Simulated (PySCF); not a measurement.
Electron correlation in Ar⁺ (argon, charge +1)

[Ne] 3s1 3p5 3d1, one real determinant (an excited configuration). All numbers are calculated (PySCF 2.14, the non-relativistic Hamiltonian (point nucleus), in aug-cc-pV(Q+d)Z (7s6p5d3f2g, 89 functions)). Frozen: [Ne]; 7 electrons correlated.

```tsv
level	correlation energy (mhartree)
CCSD	-279.04
(T)	-28.94
CCSD(T)	-307.98
```

Diagnostics: T1 = 0.061, D1 = 0.2241, largest double amplitude 0.203.

Q: Is a single reference adequate?

A: Not fully. The real determinant used has ⟨L²⟩ near 8 against 12 for a pure F term, so it mixes terms. The outer electron is Rydberg-like, and this basis confines it to a smaller radius and binds it less than a complete one would. T1 exceeds 0.03, a sign that the reference determinant is poor. A double-excitation amplitude exceeds 0.15, a sign of near-degeneracy.

The reference is one real determinant that mixes LS terms of this configuration.
